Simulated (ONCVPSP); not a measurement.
# Potentials for nickel compared

Generated with ld1.x 7.5 (TM, RRKJ, ultrasoft, PAW), atompaw 4.2 or ONCVPSP 4.0.1. The cutoff is in Ry: for ld1.x and atompaw files where the sum of valence levels is converged to 10 mRy in a Bessel basis, for ONCV files where the hardest occupied wave has 1 mHa per electron of residual kinetic energy. The error is the largest all-electron minus pseudo excitation energy over each file’s own four to seven test configurations (ionisations up to +4, promotions, holes and added fractions of an electron), all of which were solved. The labels leave out finer settings (local radius, basis sizes, second energies), which also bear on the numbers. Spin-polarised tests are not counted. The rows are a selection from randomly drawn settings: files with unsolved tests, undetermined cutoffs or missed reference levels are left out.

| potential | cutoff (Ry) | largest error (meV) | bound ghosts |
| --- | --- | --- | --- |
| ONCV, PBEsol, scalar-relativistic, rc 1.30/1.10/0.80/1.45 (spdf), local smoothed, core correction yes, reference 3s2 3p6 3d8 4s2, qcut 9.7/13.9/13.7/8.6, projectors 2/2/2/2 | 444 | -157 | none |
| ONCV, PBE, non-relativistic, rc 1.05/0.90/0.80 (spd), local smoothed, core correction yes, reference 3s2 3p6 3d8 4s2, qcut 13.3/13.9/13.8, projectors 2/2/2 | 415 | +1.3 | none |
| ONCV, Wu-Cohen, scalar-relativistic, rc 1.15/1.25/1.30 (spd), local smoothed, core correction yes, reference 3s2 3p6 3d8 4s2, qcut 11.9/10.2/12.6, projectors 2/3/2 | 128 | +3.4 | none |
| ONCV, PW91, scalar-relativistic, rc 1.30/0.90/1.20 (spd), local smoothed, core correction no, reference 3s2 3p6 3d8.5 4s1.5, qcut 11.1/17.5/15.1, projectors 3/2/2 | 162 | +25 | none |
| ONCV, LDA (Perdew-Wang 92), scalar-relativistic, rc 1.40/0.70/1.00 (spd), local smoothed, core correction yes, reference 3s2 3p6 3d8 4s1.75, qcut 8.1/11.4/13.4, projectors 2/2/3 | 238 | -10 | none |
| ONCV, PBEsol, scalar-relativistic, rc 1.45/1.50/1.25 (spd), local smoothed, core correction yes, reference 3s2 3p6 3d8 4s1 4p1, qcut 6.6/7.6/13.1, projectors 2/2/2 | 132 | +22 | none |
| ONCV, PBE, scalar-relativistic, rc 1.20/0.70/0.90 (spd), local smoothed, core correction yes, reference 3s2 3p6 3d8, qcut 12.7/13.5/16.1, projectors 2/2/2 | 204 | +4.6 | none |

Q: Fill in the row for Ni: ONCV, revPBE, scalar-relativistic, rc 1.15/0.95/0.90 (spd), local smoothed, core correction no, reference 3s2 3p6 3d9 4s1, qcut 9.1/14/20, projectors 2/1/3.

A: cutoff 264 Ry, largest error -3.7 meV, bound ghosts: none.

Q: Fill in the row for Ni: ONCV, PBE, scalar-relativistic, rc 1.00/0.75/0.75 (spd), local smoothed, core correction yes, reference 3s2 3p6 3d8 4s2, qcut 12.2/12/11.2, projectors 2/2/2.

A: cutoff 617 Ry, largest error -2.5 meV, bound ghosts: none.
